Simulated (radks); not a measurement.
Fractional charge and spin in the 5p shell of ytterbium: the spin-up occupation runs from 2 to 3 and the spin-down occupation from 2 to 3; the fullest corner is Yb2+, [Kr] 4d10 4f14 5s2 5p(up 3, down 3). All-electron calculation, scalar-relativistic Kohn-Sham, SCAN, spin-polarised, spherical densities, finite nucleus; meta-GGA in the generalised Kohn-Sham scheme; Fermi nuclear charge, rms radius of each element as measured or else 0.836 A^(1/3) + 0.57 fm. Program: a radial shooting solver on a logarithmic mesh with Libxc functionals. Energy (eV) above the fullest corner. The planes named below are the two flat planes that join the four corners, with an edge along up + down = one added electron.

down \ up,2,2.5,3
2,113.137,79.330,49.154
2.5,79.330,49.308,22.846
3,49.154,22.846,0.000

Corners above the fullest one (they belong to Yb3+ and the next ion): (up 3, down 2) 49.154 eV, (up 2, down 3) 49.154 eV, (up 2, down 2) 113.14 eV. With half an added electron in each spin the energy lies 0.154 eV from the planes, and with half an added electron in spin up alone -1.816 eV. The planes are only a guide here: the flat-plane condition holds for ground states with one frontier orbital, while this shell lies below other occupied shells, so the corners above the fullest one are inner-hole states and not the ground states of those ions.
